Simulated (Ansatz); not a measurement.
Consider the redistribution: `[SiH3][S][AlH][SH]` + `[CH3][Al]([OH])[SH]` → `[CH3][AlH][S][SiH3]` + `[OH][Al]([SH])[SH]`.

Computed with Ansatz on PBE0-D4/def2-TZVP structures; ΔE is electronic, products minus reactants. CCSD(T)/CBS is the MP2 limit (def2-TZVPP, def2-QZVPP) plus CCSD(T) − MP2 in def2-TZVPP, frozen cores. Functionals use def2-TZVPP. Each species was taken in one conformer, which may not be the lowest.

`[SiH3][S][AlH][SH]`:

Z-matrix (Å, degrees):
```
Si
S 1 2.135
H 1 1.482 2 106.6
H 1 1.487 2 111.4 3 -119.2
H 1 1.485 2 111.3 3 119.7
Al 2 2.181 1 102.5 3 177.9
S 6 2.179 2 123.9 1 -5.9
H 6 1.572 2 118.0 1 174.0
H 7 1.344 6 95.6 2 -4.4
```

`[CH3][Al]([OH])[SH]`:

Cartesian coordinates in Å:
```
C 0.619 0.299 -1.208
Al -0.275 -0.325 0.393
O -0.831 -1.923 0.474
S -0.615 0.950 2.143
H 0.082 1.137 -1.661
H 1.631 0.650 -0.986
H 0.692 -0.498 -1.951
H -1.281 -2.302 1.226
H -0.022 2.012 1.571
```

`[CH3][AlH][S][SiH3]`:

```xyz
11

C     1.202    0.323   -1.165
Al    1.451   -0.241    0.681
S    -0.265   -0.599    1.995
Si   -1.872   -0.150    0.665
H     2.158    0.550   -1.643
H     0.714   -0.462   -1.752
H     0.567    1.211   -1.237
H     2.856   -0.489    1.365
H    -1.836   -1.009   -0.547
H    -3.132   -0.405    1.404
H    -1.842    1.272    0.233
```

`[OH][Al]([SH])[SH]`:

```xyz
7

O     0.260   -2.032   -0.199
Al    0.032   -0.365   -0.098
S    -0.546    0.618   -1.948
S     0.318    0.669    1.801
H     0.515   -2.599    0.526
H    -0.597    1.833   -1.375
H     0.018    1.876    1.293
```

Task: Is it downhill or uphill in electronic energy at CCSD(T)/CBS, and by how much? (Estimate.)

Result: Computed: Uphill: ΔE = +8.8 kJ/mol.

Task: What do these levels give: ωB97M-V, B2PLYP, PBE, CCSD/def2-TZVPP, MP2/def2-QZVPP, SCS-MP2/def2-QZVPP? (An estimate is asked.)

Result: Computed: ωB97M-V 8.8, B2PLYP 9.1, PBE 10.8, CCSD/def2-TZVPP 7.8, MP2/def2-QZVPP 8.7, SCS-MP2/def2-QZVPP 8.0 kJ/mol.

Largest T1 diagnostic among the species: 0.012.

In def2-TZVPP, CCSD(T) changes the Hartree–Fock value by +3.3 kJ/mol (the triples alone add +0.8 kJ/mol) and MP2 by +3.4 kJ/mol.
